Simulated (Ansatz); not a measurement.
Species: Cu, charge 1, singlet.

Wanted: second ionisation energy (Cu++ (doublet) against Cu+ (singlet)), in eV. Radicals and triplets start from unrestricted determinants; spin-orbit coupling is neglected. The -DK rows use spin-free X2C, correlate 3s3p of the metal (1s2s2p frozen) and give its partners the cc-pVXZ-DK valence sets. CBS(X,Y): correlation extrapolated as X^-3, Hartree-Fock from the larger set. A bracket is a step between two methods taken in the basis named. The functionals are non-relativistic, so their misses hold any scalar relativity. Double hybrids freeze cores in their MP2 part. Open-shell metal atoms are single determinants of the lowest configuration found, not pure terms.

```tsv
level	program	second ionisation energy (eV)	difference against the last row
HF/cc-pwCVTZ-DK	Ansatz	17.14	-3.24
PBE/def2-TZVPD	Ansatz	21.11	0.73
r2SCAN/def2-TZVPD	Ansatz	20.52	0.14
wB97X-V/def2-TZVPD	Ansatz	20.47	0.09
B2PLYP/def2-TZVPD	Ansatz	20.53	0.15
MP2/cc-pwCVQZ-DK	Ansatz	21.57	1.19
CCSD/cc-pwCVQZ-DK	Ansatz	19.99	-0.39
CCSD/CBS(cc-pwCVTZ-DK,cc-pwCVQZ-DK)	Ansatz	20.12	-0.26
CCSD(T)/cc-pwCVTZ-DK	Ansatz	20.05	-0.33
CCSD(T)/cc-pwCVQZ-DK	Ansatz	20.25	-0.13
CCSD(T)/CBS(cc-pwCVTZ-DK,cc-pwCVQZ-DK)	Ansatz	20.41	0.03
CCSDT(Q)/cc-pwCVTZ-DK	Ansatz	20.02	-0.36
CCSD(T)/CBS(cc-pwCVTZ-DK,cc-pwCVQZ-DK) + [CCSDT(Q) - CCSD(T)]/cc-pwCVTZ-DK	Ansatz	20.38	0.00
```

Ansatz is a first-principles code.
